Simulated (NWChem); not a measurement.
System: HSF2 cation; SMILES F[SH+]F

Here is an NWChem input.

```
start job
memory heap 200 mb stack 900 mb global 1100 mb
charge 1
geometry units angstroms noautoz
  F     -0.489097    -0.022044    -1.202940
  S      0.482723    -0.031668     0.000000
  F     -0.489097    -0.022044     1.202940
  H      0.742362     1.322973     0.000000
end
basis spherical
  F library cc-pvtz
  S library cc-pvtz
  H library cc-pvtz
end
dft
  xc b3lyp
  iterations 150
  mulliken
end
task dft energy
```

Coordinates come from a PBE0/def2-SVP optimisation.

Q: Predict the main results of this run. (B3LYP/cc-pVTZ.) Quantities: basis functions; energy (Ha); highest occupied level (eV); orbital gap (eV).

A: number of basis functions: 108
energy (Ha): -598.20
highest occupied level (eV): -17.67
orbital gap (eV): 8.07
